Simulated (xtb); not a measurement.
H₈OSi₃, SMILES [SiH3]O[SiH2][SiH3]. All values are semi-empirical tight-binding results from xtb (GFN2-xTB unless named), good for trends rather than for accurate numbers. Coordinates come from a GFN2-xTB optimisation. Other conformers were not sampled.

Problem. Estimate the properties. (Estimate from the structure and the level; the computed values follow.)

Solution. 
The orbital gap is 4.24 eV and the dipole moment comes out as 0.21 D. The zero-point energy is 42.4 kcal/mol. The G − E(el) at 298.15 K (modified RRHO) comes out as 20.3 kcal/mol and the static polarisability (D4 model) is 94.0 bohr³. The solvation energy, GFN2-xTB/ALPB(water) comes out as 1.1 kcal/mol and the solvation energy, GFN2-xTB/ALPB(ether) is -3.2 kcal/mol.
